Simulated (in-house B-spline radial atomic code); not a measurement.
Values are calculated unless marked as measured or tabulated.
# Weak and strong correlation along the adiabatic connection

Two-electron singlets in several external potentials (atomic units), by full CI in B-splines with partial waves to l = 8 (correlation energies up to 0.6 % small). The repulsion is scaled by λ at fixed density; W(λ) is the mean repulsion less the Hartree energy, W(0) = E_x, and the area under W from 0 to 1 is E_xc.

One system gave this curve:

```tsv
λ	W (hartree)
0	-0.63896
0.02	-0.64089
0.05	-0.64374
0.12	-0.65014
0.25	-0.6612
0.4	-0.67277
0.6	-0.68647
0.8	-0.69849
1	-0.7091
1.4	-0.72696
2	-0.74757
3	-0.77162
4.5	-0.79468
7	-0.81731
10	-0.83325
```

(1) Which system is it?
A. ω²r²/2 − Z/r, ω = 4.85, Z = 0.5
B. ω²r²/2 − Z/r, ω = 0.65, Z = 0.3
C. −Z exp(−kr)/r, Z = 8.4, k = 3.08
D. −V exp(−r²/w²), V = 22.1, w = 2.81

Answers

(1) B. The exchange energy sets the size: ω²r²/2 − Z/r, ω = 0.65, Z = 0.3: E_x = -0.639, E_c = -0.039; −Z exp(−kr)/r, Z = 8.4, k = 3.08: E_x = -4.52, E_c = -0.0463; ω²r²/2 − Z/r, ω = 4.85, Z = 0.5: E_x = -1.79, E_c = -0.0448; −V exp(−r²/w²), V = 22.1, w = 2.81: E_x = -1.13, E_c = -0.0435 hartree.
